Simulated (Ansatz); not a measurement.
Reaction (formal exchange of groups at a C–O bond): `BCOCO` + BH₃ → `BCB` + `OCO`

Isolated molecules relaxed with PBE0-D4/def2-TZVP in Ansatz; ΔE leaves out vibrations. CBS: MP2 limit from def2 TZ/QZ plus the TZ coupled-cluster correction, frozen cores. This one scheme is used for every species. One conformer a species, not always the lowest.

| species | HF/def2-QZVPP energy (Eh) |
| --- | --- |
| `BCOCO` | -254.29912 |
| BH₃ | -26.40232 |
| `BCB` | -90.73023 |
| `OCO` | -190.00757 |

Problem. Work out ΔE.

Solution. ΔE = (-90.73023) + (-190.00757) − (-254.29912) − (-26.40232) = -0.03636 Eh = -95.5 kJ/mol. CCSD(T)/CBS gives -111.9 kJ/mol.

Largest T1 diagnostic among the species: 0.011.

In def2-TZVPP, CCSD(T) changes the Hartree–Fock value by −13.2 kJ/mol (the triples alone add −0.9 kJ/mol) and MP2 by −19.0 kJ/mol.
